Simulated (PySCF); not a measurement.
Computed IR spectrum (relative IR intensity) of a molecule GeH₆O₂Si. Geometry: PBE-D3(BJ)/def2-SVP. The values are those of a single conformer. Level of theory: PBE-D3(BJ)/def2-SVP in PySCF. Frequencies are harmonic and unscaled.

Lines under 2 % of the strongest are left out, and lines within 2 cm⁻¹ are merged.

| ν (cm⁻¹) | relative intensity |
|---|---|
| 226 | 4.6 |
| 294 | 31 |
| 513 | 4.2 |
| 543 | 8.2 |
| 683 | 13 |
| 697 | 17 |
| 714 | 16 |
| 779 | 59 |
| 818 | 22 |
| 901 | 27 |
| 909 | 15 |
| 919 | 17 |
| 954 | 100 |
| 963 | 13 |
| 2095 | 25 |
| 2122 | 18 |
| 2145 | 31 |
| 2155 | 30 |
| 2180 | 31 |
| 3728 | 14 |

Q: Which molecule gave these data?
A) O[SiH2][O][GeH3]
B) [OH][GeH]([OH])[SiH3]
C) [OH][GeH2][O][SiH3]
D) O[SiH](O)[GeH3]

A: C, [OH][GeH2][O][SiH3]
